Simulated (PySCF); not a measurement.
(H2Al-mu-F)2.
Bonds: Al1–F4, Al1–F8, F4–Al5, Al5–F8. Hydrogens: H2, H3 on Al1; H6, H7 on Al5.

Computed with PBE0-D3(BJ)/def2-SVP geometry optimisation, gas phase in PySCF 2.14.0.

**Question.** How far are the bound atoms from Al1?

**Answer.** 4 atoms: H2 1.576 Å, H3 1.576 Å, F4 1.846 Å, F8 1.847 Å. The nearest atom not counted as bound is Al5, at 2.84 Å.

**Question.** List the angles at Al1.

**Answer.** 
```csv
angle,degrees,distance of the outer atoms (Å)
H2–Al1–H3,128.4,2.84
H3–Al1–F8,109.6,2.80
H2–Al1–F4,109.6,2.80
H2–Al1–F8,109.5,2.80
H3–Al1–F4,109.4,2.80
F4–Al1–F8,79.6,2.36
```

**Question.** Describe the arrangement about Al1 in numbers.

**Answer.** Angles from 79.6° to 128.4°; τ4 = (360° − α − β)/141° = 0.87 with α and β the two widest (0 for a square, 1 for a tetrahedron).

**Question.** Give some angles away from the centre.

**Answer.** Al1–F4–Al5 100.4°.

**Question.** What are the rotational constants (commonest isotopes, rigid rotor)?

**Answer.** A = 8254, B = 3754, C = 2814 MHz: an asymmetric top.

Point group: D2h (every atom within 0.08 Å of its image). Charge 0, singlet. Stationary, but not proved a minimum.

One conformer stands for the species.
